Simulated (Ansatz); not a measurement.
Two isomers of CH5F3Si2: A = `C[SiH](F)[SiH](F)F`, B = `F[SiH2]C[SiH](F)F`.

Isolated molecules relaxed with PBE0-D4/def2-TZVP in Ansatz; ΔE leaves out vibrations. CCSD(T)/CBS is the MP2 limit (def2-TZVPP, def2-QZVPP) plus CCSD(T) − MP2 in def2-TZVPP, frozen cores. Functionals use def2-TZVPP. B3LYP here is the variant with VWN-RPA as its local correlation; programs differ in this. One conformer a species, not always the lowest.

**Question.** Which isomer does CCSD(T)/CBS put lower? Give the gap. (Estimate.)

**Answer.** Computed: B, by 10.1 kcal/mol.

**Question.** Give E(B) − E(A) in kcal/mol with r2SCAN-D4, PBE0-D4, B2PLYP, ωB97M-V, HF/def2-TZVPP, B3LYP-D4, CCSD/def2-TZVPP. (Estimate.)

**Answer.** Ansatz gave: r2SCAN-D4 -9.0, PBE0-D4 -7.5, B2PLYP -9.4, ωB97M-V -10.8, HF/def2-TZVPP -10.9, B3LYP-D4 -8.1, CCSD/def2-TZVPP -10.5. None reverses the order clearly.

Largest T1 diagnostic: 0.012.

From PBE to PBE0 (25 % exact exchange), in def2-TZVPP and without D4, E(B) − E(A) moves by −1.7 kcal/mol.
